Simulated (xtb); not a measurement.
CeF4 (SMILES [F][Ce]([F])([F])[F]), singlet, from a rough starting geometry (GFN-xTB shapes and energies of metal compounds can be far from the true ones); xtb 6.7.1 with GFN2-xTB.

The xtb input:
```
$ xtb mol.xyz --gfn 2 --opt vtight --json

# file mol.xyz
5

Ce    -0.02515361     0.00554282     0.01249066
F      1.27455974     0.90759605    -1.25472536
F      0.99571325    -1.29172442     1.22446870
F     -1.31055857    -1.03834635    -1.17203196
F     -1.01224534     1.39600949     1.08715864
```

Output, abridged:

```
   ID    Z sym.   atoms
    1   58 Ce     1
    2    9 F      2-5

           -------------------------------------------------
          |                Calculation Setup                |
           -------------------------------------------------

           -------------------------------------------------
          |                 G F N 2 - x T B                 |
           -------------------------------------------------

          ...................................................
          :                      SETUP                      :
          :.................................................:
          :  # basis functions                  26          :
          :  # atomic orbitals                  25          :
          :  # shells                           11          :
          :  # electrons                        31          :
          :  max. iterations                   250          :
          :  Hamiltonian                  GFN2-xTB          :
          :  restarted?                      false          :
          :  GBSA solvation                  false          :
          :  PC potential                    false          :
          :  electronic temp.          300.0000000     K    :
          :  accuracy                    1.0000000          :
          :  -> integral cutoff          0.2500000E+02      :
          :  -> integral neglect         0.1000000E-07      :
          :  -> SCF convergence          0.1000000E-05 Eh   :
          :  -> wf. convergence          0.1000000E-03 e    :
          :  Broyden damping             0.4000000          :
          :  net charge                          0          :
          :  unpaired electrons                  0          :
          ...................................................

 iter      E             dE          RMSdq      gap      omega  full diag
   1    -18.4719629 -0.184720E+02  0.140E+01    0.68       0.0  T
   2    -19.7945357 -0.132257E+01  0.969E+00    7.88       1.0  T
   3    -20.1157279 -0.321192E+00  0.705E+00    5.12       1.0  T
   4    -20.1294019 -0.136741E-01  0.616E+00    4.98       1.0  T
   5    -20.0649695  0.644325E-01  0.637E+00    5.02       1.0  T
   6    -20.0884074 -0.234379E-01  0.566E+00    4.97       1.0  T
   7    -20.1798408 -0.914334E-01  0.317E+00    4.30       1.0  T
   8    -20.1201244  0.597164E-01  0.371E+00    4.81       1.0  T
   9    -20.1301599 -0.100355E-01  0.335E+00    5.00       1.0  T
  10    -20.1900876 -0.599277E-01  0.216E+00    4.97       1.0  T
  11    -20.1994798 -0.939224E-02  0.191E+00    4.99       1.0  T
  12    -20.2281700 -0.286902E-01  0.795E-01    4.96       1.0  T
  13    -20.2304205 -0.225046E-02  0.612E-01    5.05       1.0  T
  14    -20.2329663 -0.254580E-02  0.285E-01    5.03       1.0  T
  15    -20.2331271 -0.160793E-03  0.241E-01    5.03       1.0  T
  16    -20.2334435 -0.316445E-03  0.152E-01    5.03       1.0  T
  17    -20.2330510  0.392570E-03  0.254E-01    5.03       1.0  T
  18    -20.2333606 -0.309681E-03  0.176E-01    5.03       1.0  T
  19    -20.2335442 -0.183574E-03  0.105E-01    5.03       1.0  T
  20    -20.2336379 -0.936451E-04  0.249E-02    5.03       1.8  T
  21    -20.2336425 -0.466555E-05  0.103E-02    5.03       4.3  T
  22    -20.2336428 -0.221766E-06  0.896E-03    5.03       5.0  T
  23    -20.2336435 -0.697474E-06  0.127E-03    5.03      35.1  T
  24    -20.2336435 -0.888802E-08  0.802E-04    5.03      55.8  T
  25    -20.2336435 -0.251876E-08  0.600E-04    5.03      74.5  T

   *** convergence criteria satisfied after 25 iterations ***

         :::::::::::::::::::::::::::::::::::::::::::::::::::::
         ::                     SUMMARY                     ::
         :::::::::::::::::::::::::::::::::::::::::::::::::::::
         :: total energy             -20.217422317625 Eh    ::
         :: gradient norm              0.007318630842 Eh/a0 ::
         :: HOMO-LUMO gap              5.028333232124 eV    ::
         ::.................................................::
         :: SCC energy               -20.233642396353 Eh    ::
         :: -> isotropic ES            0.093732729331 Eh    ::
         :: -> anisotropic ES          0.000067673122 Eh    ::
         :: -> anisotropic XC         -0.001378534798 Eh    ::
         :: -> dispersion             -0.002102870541 Eh    ::
         :: repulsion energy           0.016220078729 Eh    ::
         :: add. restraining           0.000000000000 Eh    ::
         :: total charge              -0.000000000000 e     ::
         :::::::::::::::::::::::::::::::::::::::::::::::::::::

      -----------------------------------------------------------
     |                   =====================                   |
     |                        A N C O P T                        |
     |                   =====================                   |
     |               Approximate Normal Coordinate               |
     |                Rational Function Optimizer                |
      -----------------------------------------------------------
      -----------------------------------------------------------
     |                   =====================                   |
     |                        A N C O P T                        |
     |                   =====================                   |
     |               Approximate Normal Coordinate               |
     |                Rational Function Optimizer                |
      -----------------------------------------------------------

          ...................................................
          :                      SETUP                      :
          :.................................................:
          :   optimization level         verytight          :
          :   max. optcycles                   200          :
          :   ANC micro-cycles                  20          :
          :   degrees of freedom                 9          :
[...]
 * total energy  :   -20.2174223 Eh     change       -0.2668518E-08 Eh
 * total energy  :   -20.2176583 Eh     change       -0.2359391E-03 Eh
 * total energy  :   -20.2177445 Eh     change       -0.8623344E-04 Eh
 * total energy  :   -20.2177477 Eh     change       -0.3192674E-05 Eh
 * total energy  :   -20.2177479 Eh     change       -0.2118572E-06 Eh
 * total energy  :   -20.2177479 Eh     change       -0.9655306E-08 Eh
   *** GEOMETRY OPTIMIZATION CONVERGED AFTER 6 ITERATIONS ***
[...]
          :  -> wf. convergence          0.1000000E-03 e    :
          :  Broyden damping             0.4000000          :
          :  net charge                          0          :
          :  unpaired electrons                  0          :
          ...................................................

 iter      E             dE          RMSdq      gap      omega  full diag
   1    -20.2317473 -0.202317E+02  0.235E-05    5.00       0.0  T
   2    -20.2317473  0.197799E-08  0.462E-04    5.00      96.7  T
   3    -20.2317473 -0.198071E-08  0.150E-05    5.00    2977.2  T

   *** convergence criteria satisfied after 3 iterations ***

         :::::::::::::::::::::::::::::::::::::::::::::::::::::
         ::                     SUMMARY                     ::
         :::::::::::::::::::::::::::::::::::::::::::::::::::::
         :: total energy             -20.217747906984 Eh    ::
         :: gradient norm              0.000009860721 Eh/a0 ::
         :: HOMO-LUMO gap              4.995984825927 eV    ::
         ::.................................................::
         :: SCC energy               -20.231746168947 Eh    ::
         :: -> isotropic ES            0.093472758442 Eh    ::
         :: -> anisotropic ES          0.000092141428 Eh    ::
         :: -> anisotropic XC         -0.001573815835 Eh    ::
         :: -> dispersion             -0.002088806334 Eh    ::
         :: repulsion energy           0.013998261964 Eh    ::
         :: add. restraining           0.000000000000 Eh    ::
         :: total charge              -0.000000000000 e     ::
         :::::::::::::::::::::::::::::::::::::::::::::::::::::

           -------------------------------------------------
          |                Property Printout                |
           -------------------------------------------------

    * Orbital Energies and Occupations

         #    Occupation            Energy/Eh            Energy/eV
      -------------------------------------------------------------
         1        2.0000           -0.8982104             -24.4415
       ...           ...                  ...                  ...
         4        2.0000           -0.8959942             -24.3812
         5        2.0000           -0.5705582             -15.5257
         6        2.0000           -0.5563716             -15.1396
         7        2.0000           -0.5563709             -15.1396
         8        2.0000           -0.5563707             -15.1396
         9        1.9342           -0.5463256             -14.8663
        10        1.9342           -0.5463255             -14.8663
        11        1.9342           -0.5463254             -14.8663
        12        1.8606           -0.5455351             -14.8448
        13        1.8606           -0.5455350             -14.8448
        14        1.8254           -0.5452815             -14.8379
        15        1.8254           -0.5452815             -14.8379
        16        1.8254           -0.5452814             -14.8379 (HOMO)
        17                         -0.3616824              -9.8419 (LUMO)
        18                         -0.3616822              -9.8419
        19                         -0.3513094              -9.5596
        20                         -0.3513084              -9.5596
        21                         -0.3513071              -9.5596
        22                         -0.2127555              -5.7894
        23                          0.1306454               3.5550
        24                          0.1306655               3.5556
        25                          0.1306746               3.5558
      -------------------------------------------------------------
                  HL-Gap            0.1835991 Eh            4.9960 eV
             Fermi-level           -0.4986437 Eh          -13.5688 eV

     #   Z          covCN         q      C6AA      α(0)
     1  58 Ce       2.469     1.058   494.645    48.243
     2   9 F        0.617    -0.265    11.962     4.080
     3   9 F        0.617    -0.265    11.962     4.080
     4   9 F        0.617    -0.265    11.962     4.080
     5   9 F        0.617    -0.265    11.962     4.080

 Mol. C6AA /au·bohr⁶  :       1226.173797
 Mol. C8AA /au·bohr⁸  :     160428.391156
 Mol. α(0) /au        :         64.564438

Wiberg/Mayer (AO) data.
largest (>0.10) Wiberg bond orders for each atom

 ---------------------------------------------------------------------------
     #   Z sym  total        # sym  WBO       # sym  WBO       # sym  WBO
 ---------------------------------------------------------------------------
     1  58 Ce   2.894 --     3 F    0.723     4 F    0.723     2 F    0.723
                             5 F    0.723
     2   9 F    0.832 --     1 Ce   0.723
     3   9 F    0.832 --     1 Ce   0.723
     4   9 F    0.832 --     1 Ce   0.723
     5   9 F    0.832 --     1 Ce   0.723
 ---------------------------------------------------------------------------

Topologies differ in total number of bonds
Writing topology from bond orders to xtbtopo.mol

molecular dipole:
                 x           y           z       tot (Debye)
 q only:        0.000       0.000      -0.000
   full:        0.000      -0.000      -0.000       0.000
molecular quadrupole (traceless):
                xx          xy          yy          xz          yz          zz
 q only:       -0.000      -0.000      -0.000      -0.000       0.000       0.000
  q+dip:       -0.000      -0.000      -0.000       0.000       0.000       0.000
   full:       -0.001      -0.000      -0.000       0.000       0.000       0.001

optimized geometry written to: xtbopt.xyz

           -------------------------------------------------
          | TOTAL ENERGY              -20.217747906984 Eh   |
          | GRADIENT NORM               0.000009860721 Eh/α |
          | HOMO-LUMO GAP               4.995984825927 eV   |
           -------------------------------------------------

normal termination of xtb
```
